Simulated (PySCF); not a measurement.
C4H11NSi, SMILES C[Si@H](N)/C=C/C. Geometry optimised at PBE-D3(BJ)/def2-SVP. The structure was generated by enumeration; whether it is a known compound was not checked. The values are those of a single conformer.

Computed equilibrium geometry at PBE-D3(BJ)/def2-SVP (PySCF confirms it by a frequency run) as a Z-matrix (one conformer of several):
```
C
C 1 1.3519
H 1 1.1091 2 117.58
H 2 1.1092 1 117.66 3 -179.80
C 2 1.4994 4 115.70 1 -179.96
H 5 1.1081 2 111.97 4 -179.98
H 5 1.1120 6 108.25 2 -122.87
H 5 1.1120 6 108.24 7 -114.33
Si 1 1.8836 3 119.73 2 179.56
N 9 1.7541 1 113.64 3 -179.70
H 10 1.0235 9 118.01 1 -69.43
H 10 1.0240 11 109.39 9 -138.65
H 9 1.5089 10 106.21 11 50.30
C 9 1.8872 13 109.93 10 -117.21
H 14 1.1083 9 110.97 13 57.21
H 14 1.1092 15 108.43 9 121.89
H 14 1.1097 15 108.37 16 116.34
```
Charge 0, spin multiplicity 1.
